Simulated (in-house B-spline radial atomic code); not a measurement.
**Ho⁷⁺: [Kr] (4d3/2)4 (4d5/2)5 (4f5/2)2 (4f7/2)7 5s2 (5p3/2)3 (9d3/2)1 (an excited or competing configuration)**

Level of theory: Dirac-Hartree-Fock, average of the jj configuration, Fermi nucleus of rms radius 5.2022 fm; calculated with a B-spline radial code for spherical atoms.

Effective charges: Z_r = [3n² - l(l+1)]/(2<r>) from the radius, Z_e = n√(-2ε) from the energy, and Slater's rules. Values are occupation-weighted means over j. An effective charge above Z reflects the relativistic contraction of the inner shells.

```csv
shell,electrons,ε (eV),<r> (bohr),Z_r,Z_e,Slater
1s,2,-56096,0.02074,72.34,64.21,66.70
2s,2,-9626.2,0.08745,68.61,53.20,62.85
2p,6,-8574.3,0.07773,64.32,50.21,62.85
3s,2,-2313.5,0.2286,59.05,39.12,55.75
3p,6,-1982.2,0.2276,54.93,36.21,55.75
3d,10,-1543.7,0.2077,50.54,31.96,45.85
4s,2,-591.83,0.5159,46.52,26.38,39.25
4p,6,-478.02,0.545,42.20,23.71,39.25
4d,9,-319.47,0.5854,35.87,19.38,28.20
5s,2,-172.94,1.165,32.18,17.83,15.50
4f,9,-146.58,0.6781,26.55,13.13,19.20
5p,3,-138.93,1.304,27.99,15.98,15.50
9d,1,-16.307,9.69,12.23,9.85,8.00
```

The least bound orbital is 9d3/2 at -16.31 eV, and it is also the most diffuse (<r> = 9.69 bohr). The part-filled 4d shell lies below the filled 5s shell in orbital energy.

For the 1s electron the small component carries 6.27 % of the norm, the zero-frequency Breit interaction raises the level by 175.2 eV, self-energy by 106.2 eV, and vacuum polarisation lowers it by 18.1 eV.
